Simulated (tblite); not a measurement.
A geometry optimisation, step by step.

C4H7BOSi.
Bonds: C1–C2 (triple), C2–C3, C3–C4 (double), C3–B5, B5–O6, O6–Si7. Hydrogens: H8 on C1; H9, H10 on C4; H11 on B5; H12, H13, H14 on Si7.

Computed with GFN2-xTB (tblite), gas phase: L-BFGS steps from a force-field or distance-geometry start until the largest atomic force falls under 0.01 eV/Å. 9 of its 129 geometries are shown.

Step 0: E = -520.4345 eV, largest atomic force 3.527 eV/Å
```
atom  x, y, z in Å  |  force x, y, z in eV/Å
C1     -1.998    1.490   -0.977   -0.574   1.141  -0.770
C2     -1.538    0.585   -0.355    0.910  -1.701   1.194
C3     -0.956   -0.511    0.410    0.052   1.510  -0.621
C4     -1.653   -1.632    0.553   -0.260  -1.030   0.366
B5      0.464   -0.346    1.044    0.787   2.309   0.175
O6      1.200    0.911    0.894    0.213  -2.993  -1.854
Si7     2.239    0.703   -0.468   -0.751   0.570   1.183
H8     -2.415    2.299   -1.526    0.190  -0.356   0.235
H9     -1.239   -2.475    1.123   -0.321   0.479  -0.361
H10    -2.642   -1.756    0.131    0.107  -0.076   0.046
H11     0.917   -1.216    1.695    0.051   0.199  -0.061
H12     1.435    0.449   -1.673    0.032  -0.034   0.133
H13     3.154   -0.423   -0.222   -0.120   0.052  -0.009
H14     3.032    1.923   -0.667   -0.317  -0.069   0.346
```

Step 16: E = -521.2326 eV, largest atomic force 0.301 eV/Å
```
atom  x, y, z in Å  |  force x, y, z in eV/Å
C1     -1.990    1.502   -0.930   -0.055   0.118  -0.096
C2     -1.597    0.621   -0.217    0.141  -0.167  -0.185
C3     -1.057   -0.446    0.536   -0.103  -0.099   0.215
C4     -1.704   -1.615    0.600   -0.046  -0.062  -0.031
B5      0.395   -0.347    1.127    0.020   0.054   0.086
O6      1.277    0.413    0.512    0.070  -0.241   0.113
Si7     2.356    0.680   -0.645   -0.023   0.187   0.118
H8     -2.356    2.264   -1.550   -0.028   0.070   0.049
H9     -1.324   -2.425    1.189    0.151  -0.148   0.077
H10    -2.600   -1.823    0.047   -0.287   0.082  -0.041
H11     0.731   -1.024    2.039   -0.067   0.116  -0.036
H12     1.708    0.503   -1.941   -0.037   0.107  -0.126
H13     3.399   -0.335   -0.526    0.165  -0.025   0.026
H14     2.762    2.032   -0.278    0.098   0.009  -0.168
```

Step 32: E = -521.3350 eV, largest atomic force 0.105 eV/Å
```
atom  x, y, z in Å  |  force x, y, z in eV/Å
C1     -1.970    1.486   -0.926    0.026  -0.010   0.012
C2     -1.559    0.559   -0.282   -0.008  -0.079  -0.068
C3     -1.053   -0.521    0.482    0.088  -0.014  -0.007
C4     -1.762   -1.649    0.609   -0.018   0.070   0.042
B5      0.392   -0.392    1.120   -0.024   0.007   0.020
O6      1.404    0.145    0.478   -0.015   0.012   0.007
Si7     2.392    0.685   -0.675   -0.037   0.017   0.031
H8     -2.339    2.290   -1.490    0.007   0.017   0.006
H9     -1.391   -2.470    1.200    0.000  -0.001  -0.030
H10    -2.720   -1.790    0.132   -0.029   0.009  -0.008
H11     0.573   -0.832    2.203    0.039   0.014  -0.001
H12     1.763    0.654   -1.994   -0.047  -0.038  -0.036
H13     3.538   -0.217   -0.600    0.046  -0.042  -0.039
H14     2.729    2.052   -0.295   -0.028   0.039   0.072
```

Step 48: E = -521.3475 eV, largest atomic force 0.128 eV/Å
```
atom  x, y, z in Å  |  force x, y, z in eV/Å
C1     -1.894    1.454   -0.968    0.042  -0.015   0.108
C2     -1.484    0.525   -0.323   -0.031  -0.020  -0.044
C3     -1.016   -0.555    0.470   -0.023   0.048   0.020
C4     -1.785   -1.640    0.625    0.031  -0.003  -0.040
B5      0.414   -0.425    1.140    0.011   0.076  -0.102
O6      1.426    0.119    0.501    0.022  -0.033   0.010
Si7     2.351    0.708   -0.683   -0.038  -0.058   0.035
H8     -2.263    2.285   -1.493    0.043  -0.053  -0.039
H9     -1.460   -2.466    1.236   -0.021   0.019  -0.017
H10    -2.736   -1.748    0.124    0.010   0.004   0.046
H11     0.594   -0.830    2.233   -0.014  -0.040   0.017
H12     1.670    0.673   -1.981    0.008   0.011   0.041
H13     3.529   -0.165   -0.680   -0.033   0.010  -0.024
H14     2.653    2.064   -0.240   -0.008   0.054  -0.011
```

Step 64: E = -521.3700 eV, largest atomic force 0.054 eV/Å
```
atom  x, y, z in Å  |  force x, y, z in eV/Å
C1     -1.667    1.421   -1.042    0.011  -0.011  -0.002
C2     -1.349    0.488   -0.355   -0.045  -0.013  -0.004
C3     -0.969   -0.581    0.496   -0.014   0.037   0.000
C4     -1.805   -1.613    0.663   -0.003  -0.007  -0.005
B5      0.454   -0.510    1.183   -0.013   0.001  -0.052
O6      1.474    0.078    0.593    0.006  -0.019   0.019
Si7     2.213    0.773   -0.665   -0.005   0.035  -0.018
H8     -1.958    2.223   -1.655    0.025  -0.010   0.012
H9     -1.548   -2.439    1.304    0.025  -0.013   0.035
H10    -2.755   -1.679    0.155   -0.009   0.022  -0.007
H11     0.619   -1.009    2.239    0.022   0.002  -0.004
H12     1.396    0.756   -1.877   -0.022   0.007  -0.031
H13     3.411   -0.045   -0.856    0.021   0.004   0.033
H14     2.485    2.138   -0.220    0.000  -0.035   0.023
```

Step 80: E = -521.3739 eV, largest atomic force 0.060 eV/Å
```
atom  x, y, z in Å  |  force x, y, z in eV/Å
C1     -1.617    1.416   -1.062   -0.002  -0.002  -0.017
C2     -1.351    0.477   -0.360   -0.008  -0.019   0.001
C3     -0.984   -0.587    0.500    0.019   0.014   0.001
C4     -1.823   -1.612    0.691   -0.004  -0.005   0.015
B5      0.452   -0.533    1.164   -0.007  -0.006  -0.006
O6      1.471    0.039    0.560   -0.018  -0.009   0.022
Si7     2.194    0.787   -0.675    0.054   0.012   0.023
H8     -1.869    2.216   -1.692   -0.003   0.008   0.007
H9     -1.554   -2.426    1.341   -0.009  -0.028   0.025
H10    -2.782   -1.681    0.200   -0.001   0.022  -0.003
H11     0.634   -1.034    2.217   -0.009  -0.015  -0.011
H12     1.373    0.796   -1.883    0.008  -0.004  -0.045
H13     3.419    0.007   -0.866   -0.027   0.017  -0.007
H14     2.437    2.136   -0.171    0.006   0.015  -0.003
```

Step 96: E = -521.3795 eV, largest atomic force 0.066 eV/Å
```
atom  x, y, z in Å  |  force x, y, z in eV/Å
C1     -1.547    1.371   -1.101    0.002   0.003  -0.021
C2     -1.343    0.421   -0.394   -0.019   0.012   0.016
C3     -1.002   -0.626    0.494    0.005  -0.039   0.007
C4     -1.880   -1.599    0.767   -0.010   0.013   0.001
B5      0.456   -0.598    1.103    0.023  -0.020   0.016
O6      1.444    0.034    0.509    0.012  -0.026   0.012
Si7     2.190    0.847   -0.670   -0.028   0.010  -0.008
H8     -1.748    2.180   -1.736   -0.039   0.035  -0.040
H9     -1.625   -2.398    1.445   -0.020   0.021  -0.018
H10    -2.861   -1.634    0.319    0.001  -0.012   0.013
H11     0.669   -1.169    2.114    0.037   0.007  -0.014
H12     1.425    0.877   -1.919    0.009  -0.007   0.027
H13     3.440    0.111   -0.855    0.028  -0.014   0.003
H14     2.380    2.183   -0.113   -0.002   0.017   0.006
```

Step 112: E = -521.3888 eV, largest atomic force 0.052 eV/Å
```
atom  x, y, z in Å  |  force x, y, z in eV/Å
C1     -1.528    1.269   -1.208   -0.020   0.003   0.001
C2     -1.338    0.380   -0.423    0.012   0.009  -0.012
C3     -1.010   -0.649    0.495   -0.032  -0.033  -0.022
C4     -1.964   -1.496    0.908   -0.007   0.019  -0.018
B5      0.497   -0.756    0.959    0.002  -0.018  -0.015
O6      1.457   -0.054    0.398    0.016  -0.010  -0.005
Si7     2.222    0.930   -0.625   -0.017   0.003   0.011
H8     -1.736    2.033   -1.897   -0.005   0.007   0.008
H9     -1.740   -2.300    1.589    0.019   0.041   0.011
H10    -2.989   -1.420    0.573    0.052  -0.002   0.005
H11     0.782   -1.497    1.833   -0.004  -0.011   0.026
H12     1.546    0.988   -1.921   -0.001  -0.008  -0.002
H13     3.558    0.345   -0.762   -0.010  -0.005   0.006
H14     2.242    2.228    0.044   -0.004   0.005   0.006
```

Step 128: E = -521.3920 eV, largest atomic force 0.008 eV/Å
```
atom  x, y, z in Å  |  force x, y, z in eV/Å
C1     -1.540    1.249   -1.243    0.000  -0.004   0.003
C2     -1.318    0.363   -0.463   -0.001   0.005  -0.001
C3     -0.994   -0.656    0.468   -0.001   0.000   0.001
C4     -1.963   -1.453    0.938    0.000   0.000  -0.002
B5      0.514   -0.809    0.917   -0.003  -0.003  -0.007
O6      1.488   -0.109    0.379   -0.002   0.000  -0.004
Si7     2.218    0.940   -0.605    0.000   0.002   0.004
H8     -1.761    2.012   -1.928    0.003  -0.001   0.003
H9     -1.742   -2.232    1.648    0.001   0.000   0.000
H10    -2.993   -1.357    0.628    0.005   0.004   0.000
H11     0.783   -1.583    1.767    0.000   0.000   0.004
H12     1.556    1.006   -1.907    0.000  -0.004   0.003
H13     3.577    0.408   -0.735   -0.001   0.003   0.000
H14     2.176    2.220    0.099   -0.001  -0.001  -0.004
```

Task: Summarise the path.

Result: The energy falls by 22.08 kcal/mol from step 0 to step 128; nine tenths of that is first reached at step 23. It falls at every step. The largest force goes from 3.527 to 0.008 eV/Å. Among the bonds B5–O6 changes most, from 1.464 to 1.315 Å; the atoms move by 0.721 Å rms after alignment.

What follows is the cost of the whole relaxation. Time: 1.2 s. Hardware: one thread, Arm Neoverse N1 (aarch64), no GPU (shared host).
